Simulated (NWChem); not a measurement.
System: C₂H₄BClO; SMILES OB(C=C)Cl

Input file for NWChem:

```
start job
memory heap 200 mb stack 900 mb global 1100 mb
geometry units angstroms
  B      0.232926    -0.034955     0.001553
  Cl    -0.349182    -1.721309    -0.000304
  C     -0.781791     1.139645     0.003619
  C     -0.378414     2.418032    -0.002800
  H     -1.855532     0.922633     0.009705
  H     -1.084076     3.255600    -0.002068
  H      0.686653     2.673169    -0.009184
  O      1.560480     0.197924     0.000698
  H      2.087296    -0.608332    -0.001206
end
basis spherical
  * library 3-21g
end
dft
  xc b3lyp
  iterations 150
end
driver
  maxiter 120
end
task dft optimize
task dft freq
```

B3LYP is NWChem's, with the RPA form of VWN correlation.

The level has its own optimisation; frequencies are unscaled.

Predict the main results of this run. (B3LYP/3-21G.) Quantities: r B–Cl (Å); r B–C (Å); r B–O (Å); r C–C (Å); highest harmonic frequency (cm⁻¹); lowest (cm⁻¹); zero-point energy (kcal/mol); dipole (D).


```yaml
r B–Cl (Å): 1.842
r B–C (Å): 1.538
r B–O (Å): 1.371
r C–C (Å): 1.342
highest harmonic frequency (cm⁻¹): 3576
lowest (cm⁻¹): 99
zero-point energy (kcal/mol): 39.5
dipole (D): 1.96
```
